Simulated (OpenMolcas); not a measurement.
## Multiplet structure of Ne⁵⁺

```
Program             : OpenMolcas
Method              : SS-RASPT2, IPEA 0.25 Eh, imaginary shift 0.1 Eh (closed shells correlated: 1s)
Basis               : ANO-RCC-VQZP [5s4p3d2f1g]
Scalar Hamiltonian  : DKH2, point nucleus
Active space        : 3 electrons in 9 orbitals (RAS2 2s 2p; RAS3 3d, at most 2 electrons)
State averaging     : 2S+1 = 4 odd, 1 root; 2S+1 = 2 odd, 11 roots (3 in the spin-orbit step); 2S+1 = 4 even, 3 roots; 2S+1 = 2 even, 9 roots
Spin-orbit coupling : RASSI with atomic mean-field integrals over the reference wave functions, term energies averaged over their components
```

With spin-orbit coupling, above the lowest level:

```
Configuration  Term    J  E (cm⁻¹)  Measured (cm⁻¹)  Term weight %
       2s² 2p   ²P°  1/2       0.0              0.0            100
       2s² 2p   ²P°  3/2      1204             1310            100
       2s 2p²    ⁴P  1/2     99811                             100
       2s 2p²    ⁴P  3/2    100242                             100
       2s 2p²    ⁴P  5/2    100947                             100
       2s 2p²    ²D  3/2    179450           179021            100
       2s 2p²    ²D  5/2    179460           178992            100
       2s 2p²    ²S  1/2    231621           230853            100
       2s 2p²    ²P  1/2    250096           249292            100
       2s 2p²    ²P  3/2    250921           250112            100
```

Against the 6 measured excited levels shown (NIST levels in Podobedova, Fuhr, Reader and Wiese, J. Phys. Chem. Ref. Data 33, 525 (2004)) the mean absolute deviation is 560 cm-1; the largest miss in energy is 2s 2p² ²P_3/2: computed 250921, measured 250112 cm⁻¹ (+0.3 %), and the largest in proportion 2s² 2p ²P°_3/2 (-8.1 %).

Spin-orbit coupling puts the lowest level 803 cm⁻¹ below the lowest spin-free term.

Active for correlation alone: 3d; no level in the range computed is led by a configuration that fills it, so any true level of that kind is missing. Computed and measured levels are paired by configuration, term and J; levels that our copy of the source lacks, or whose pairing is in doubt (as where it misses far off the trend of its configuration), stay unpaired and out of the deviations. Levels of configurations outside the active space are missing. The first state left out of the spin-orbit step lies near 360000 cm-1 above the lowest spin-free state of the reference (among the parities and spins computed), and the list stops at four fifths of that energy or lower.

The term weight is that of the spin-free term in the level, not the purity of its configuration. ° marks odd parity.
